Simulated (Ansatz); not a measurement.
C2H9AsGa, charge +1, singlet, at a GFN2-xTB geometry (such geometries of metal compounds can be far from the true shape); SC-NEVPT2/STO-3G, CASSCF(2,2) (Ansatz, a first-principles code).

Ansatz was given this input:
Ansatz 0.2 input:
```yaml
crystal:
  periodic: [false, false, false]
  atoms:
    - {symbol: Ga, position_ang: [-0.05475711, 1.18768642, 0.32129430]}
    - {symbol: C, position_ang: [1.49577340, 1.86651082, -0.82640775]}
    - {symbol: H, position_ang: [2.40293652, 1.32010966, -0.54792617]}
    - {symbol: H, position_ang: [1.64773674, 2.93836277, -0.66945764]}
    - {symbol: H, position_ang: [1.26259826, 1.67735925, -1.87937354]}
    - {symbol: C, position_ang: [-1.63071777, 1.02269065, 1.61430910]}
    - {symbol: H, position_ang: [-2.50396374, 0.66334629, 1.06003037]}
    - {symbol: H, position_ang: [-1.85659698, 1.99141391, 2.06949851]}
    - {symbol: H, position_ang: [-1.36917665, 0.30017178, 2.39446808]}
    - {symbol: As, position_ang: [0.07932058, -1.68467997, -0.45958230]}
    - {symbol: H, position_ang: [0.54515579, -2.74078624, 0.47891962]}
    - {symbol: H, position_ang: [0.88298055, -2.23702566, -1.58190483]}
    - {symbol: H, position_ang: [-1.12211304, -2.47200040, -0.84557014]}
basis:
  gaussian:
    orbitals: STO-3G
total_charge: 1
magnetization: {spin_polarized: false}
correlation: {method: sc_nevpt2, electrons: all, active_space: {window: {electrons: 2, orbitals: 2}}}
```

**Question.** What does Ansatz print? Leave out banner, timings and long lists.

**Answer.** 
```
Functional definition: HF
621 factors; integrals over basis functions are off by at most 6.8e-5 eV
mean field evaluation 1: about -114016.5052 eV, gradient 1.5e1 eV
mean field evaluation 2: about -114016.5661 eV, gradient 1.5e1 eV
mean field evaluation 4: about -114017.5168 eV, gradient 1.5e0 eV
mean field evaluation 8: about -114017.5269 eV, gradient 4.7e-3 eV
mean field -114017.52693997 eV, -4190.0668311885 hartree, gradient 1.2e-6 eV, S^2 0.000000; 0 other end points of the search recorded, 0 dependent functions left out; unrestricted orbitals would lower it
reference -114017.52693997 eV, -4190.0668311885 hartree; 42, 42 occupied and 13, 13 virtual orbitals, 621 factors
state -114017.85814265 eV, -4190.0790026622 hartree
state -114017.85814265 eV, -4190.0790026622 hartree; corrected -114022.84913320 eV, -4190.2624181822 hartree
Total energy: -114022.84913320 eV, -4190.2624181822 hartree
```
